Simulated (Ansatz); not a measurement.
`N=C([SiH3])CCl`, relaxed with RKS PBE0-D4/def2-TZVP in Ansatz 0.2.0 from a PBE-D4/def2-SVP geometry. The force threshold is 0.005 eV/Å; the program also tests the step.

Charge 0, multiplicity 1.

Start:

```xyz
11

N    -0.292   -0.989   -1.405
C    -0.084   -0.212   -0.408
Si    0.242   -1.100    1.265
C    -0.072    1.306   -0.427
Cl   -0.393    2.000   -2.056
H    -0.458   -0.412   -2.261
H    -0.936   -1.968    1.596
H     0.432   -0.087    2.365
H     1.485   -1.933    1.148
H    -0.838    1.707    0.269
H     0.913    1.688   -0.085
```

**Question.** How much energy does the relaxation release, and in how many steps? (Best estimate.)

**Answer.** The calculation gave: 1.18 kcal/mol, in 6 steps, 1 of them rejected.

**Question.** Which bonds change most? (Best estimate.)

**Answer.** Ansatz gave: C4–Cl5 from 1.799 to 1.774 Å; Si3–H7 from 1.500 to 1.482 Å; Si3–H8 from 1.508 to 1.489 Å; Si3–H9 from 1.501 to 1.482 Å.

**Question.** Give the relaxed structure. (Estimate.)

**Answer.** Ansatz gave: 
```xyz
11

N    -0.295   -0.973   -1.390
C    -0.086   -0.211   -0.403
Si    0.240   -1.091    1.254
C    -0.069    1.294   -0.421
Cl   -0.378    1.996   -2.020
H    -0.459   -0.430   -2.245
H    -0.923   -1.950    1.580
H     0.422   -0.078    2.331
H     1.474   -1.903    1.135
H    -0.828    1.684    0.261
H     0.902    1.661   -0.082
```
